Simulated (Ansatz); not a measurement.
One geometry of `C[O][Sn]([Cl])([Cl])[O]C`, several functionals.

```yaml
crystal:
  periodic: [false, false, false]
  atoms:
    - {symbol: C, position_ang: [-2.089962, 1.373310, 0.325174]}
    - {symbol: O, position_ang: [-0.856269, 0.766917, 0.660781]}
    - {symbol: Sn, position_ang: [0.488153, 0.448907, -0.694749]}
    - {symbol: Cl, position_ang: [-0.463438, -0.798568, -2.389467]}
    - {symbol: Cl, position_ang: [1.290538, 2.423532, -1.538422]}
    - {symbol: O, position_ang: [1.959194, -0.501479, 0.112793]}
    - {symbol: C, position_ang: [1.766751, -1.821550, 0.592090]}
    - {symbol: H, position_ang: [-2.694487, 1.401567, 1.234337]}
    - {symbol: H, position_ang: [-2.636875, 0.803431, -0.434381]}
    - {symbol: H, position_ang: [-1.957378, 2.400776, -0.031755]}
    - {symbol: H, position_ang: [1.411476, -2.498579, -0.192829]}
    - {symbol: H, position_ang: [2.737999, -2.180096, 0.939233]}
    - {symbol: H, position_ang: [1.064598, -1.852868, 1.431993]}
basis:
  gaussian: {orbitals: def2-TZVPP}
hamiltonian: {xc: {name: B97M-V}}
output: {orbitals: {seedname: orbitals}}
```

```sh
$ ansatz run in.yaml --threads 3 --pin off --events-out ev --progress --plain --backend cuda
```

It prints (some lines left out):

```
Functional definition: B97M-V
the host takes the grids with the factors
1992 factors; their error is unknown
mean field evaluation 1: about -37127.5278 eV, gradient 8.2e1 eV
mean field evaluation 2: about -37046.4065 eV, gradient 2.0e2 eV
mean field evaluation 4: about -37141.0619 eV, gradient 1.4e1 eV
mean field evaluation 8: about -37141.4347 eV, gradient 2.3e-1 eV
mean field evaluation 16: about -37141.4025 eV, gradient 7.3e-4 eV
mean field -37141.40245390 eV, -1364.9213648342 hartree, gradient 3.0e-5 eV, S^2 0.000000; 0 other end points of the search recorded, 0 dependent functions left out
reference -37141.40253210 eV, -1364.9213677078 hartree; 45, 45 occupied and 297, 297 virtual orbitals, 1992 factors
Total energy: -37141.40253210 eV, -1364.9213677078 hartree
```

Run time 29 s (3 threads of an AMD EPYC 7R13 on a shared host and a share of an NVIDIA H100 80 GB); peak host memory 1.4 GiB.

Changing it to `hamiltonian: {xc: hse06, dispersion: d4}` (abridged; 15 s):

```
Functional definition: HSE06
mean field evaluation 16: about -37133.0281 eV, gradient 3.1e-4 eV
mean field -37133.02813256 eV, -1364.6136142012 hartree, gradient 5.5e-5 eV, S^2 0.000000
Total energy: -37133.33076317 eV, -1364.6247356709 hartree
```

Changing it to `hamiltonian: {xc: {name: CAM-B3LYP}, dispersion: d4}` (abridged; 13 s):

```
Functional definition: CAM-B3LYP
mean field evaluation 16: about -37146.7276 eV, gradient 3.6e-4 eV
mean field -37146.72761908 eV, -1365.1170610449 hartree, gradient 5.9e-5 eV, S^2 0.000000
Total energy: -37147.06033813 eV, -1365.1292882443 hartree
```

With the line `hamiltonian: {xc: {name: BLYP}, dispersion: d4}` (abridged; 45 s):

```
Functional definition: BLYP
mean field evaluation 16: about -37145.4211 eV, gradient 4.2e-3 eV
mean field -37145.42111899 eV, -1365.0690480522 hartree, gradient 6.5e-5 eV, S^2 0.000000
Total energy: -37146.18774451 eV, -1365.0972210203 hartree
```

With the line `hamiltonian: {xc: {name: r2SCAN0}, dispersion: d4}` (abridged; 16 s):

```
Functional definition: r2SCAN0
mean field evaluation 16: about -37144.3703 eV, gradient 3.1e-4 eV
mean field -37144.37029854 eV, -1365.0304311128 hartree, gradient 3.9e-5 eV, S^2 0.000000
Total energy: -37144.48556111 eV, -1365.0346669342 hartree
```

Changing it to `hamiltonian: {xc: {name: r2SCANh}, dispersion: d4}` (abridged; 16 s):

```
Functional definition: r2SCANh
mean field evaluation 16: about -37145.4740 eV, gradient 1.7e-3 eV
mean field -37145.47395425 eV, -1365.0709897120 hartree, gradient 4.8e-5 eV, S^2 0.000000
Total energy: -37145.57803542 eV, -1365.0748146248 hartree
```

HSE06 is the plane-wave form, built on full-range PBE exchange.
